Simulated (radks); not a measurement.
The mean radii <r> (bohr) of the occupied orbitals of an atom or ion are listed with their occupations. Method: Dirac Kohn-Sham, PBE, spin-unpolarised, spherical densities, point nucleus; computed with a radial shooting solver on a logarithmic mesh with Libxc functionals.

| orbital | occ. | <r> |
|---|---|---|
| 1s1/2 | 2 | 0.02190 |
| 2s1/2 | 2 | 0.09185 |
| 2p1/2 | 2 | 0.07670 |
| 2p3/2 | 4 | 0.08332 |
| 3s1/2 | 2 | 0.2258 |
| 3p1/2 | 2 | 0.2137 |
| 3p3/2 | 4 | 0.2239 |

Name the element and its charge. Open shells, if any, are shared by 2j + 1.

Answer. Z = 64, gadolinium, charge +46: Gd46+ in [Ar]. The 1s radius gives Z: for a bare nucleus <r> = (2 gamma + 1)/(2Z) with gamma = sqrt(1 - (Z/c)^2), 0.02163 bohr for Z = 64, and screening makes it slightly larger (0.02190 here). The occupations add up to 18, and the charge is Z minus that.
